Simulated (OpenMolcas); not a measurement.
**Ionisation energies of dysprosium**

```yaml
Program: OpenMolcas 26.06
Basis: ANO-R2 [8s7p4d3f1g]
Scalar_Hamiltonian: X2C, finite nucleus
Spin-orbit_coupling: RASSI with atomic mean-field integrals over the reference wave functions, term energies averaged over their components
```

Active shells in each charge state: the valence f shell, with orbitals averaged over the low states. Where CASPT2's correlated closed shells are named, they are those of the first ion.

A. CASSCF
B. SS-CASPT2, IPEA 0.25 Eh, imaginary shift 0.1 Eh (closed shells correlated: 5s 5p)
C. SS-CASPT2, IPEA 0.25 Eh, imaginary shift 0.1 Eh (closed shells correlated: 4d 5s 5p)
D. SS-CASPT2, IPEA 0 Eh, imaginary shift 0.1 Eh (closed shells correlated: 5s 5p)

Energies in eV between the lowest computed levels, named as in B; reference values from the NIST Atomic Spectra Database with their kind.

```tsv
From	To	A	B	C	D	Spin-orbit share in B	Reference
Dy2+ 4f¹⁰ ⁵I₈	Dy3+ 4f⁹ ⁶H°_15/2	19.059	23.371	23.564	23.464	+0.206	22.890 (semi-empirical)
Dy3+ 4f⁹ ⁶H°_15/2	Dy4+ 4f⁸ ⁷F₆	37.752	41.022	41.146	41.114	+0.219	41.230 (semi-empirical)
```

The lowest level within the active space need not be the ion's true ground level.

° marks odd parity.
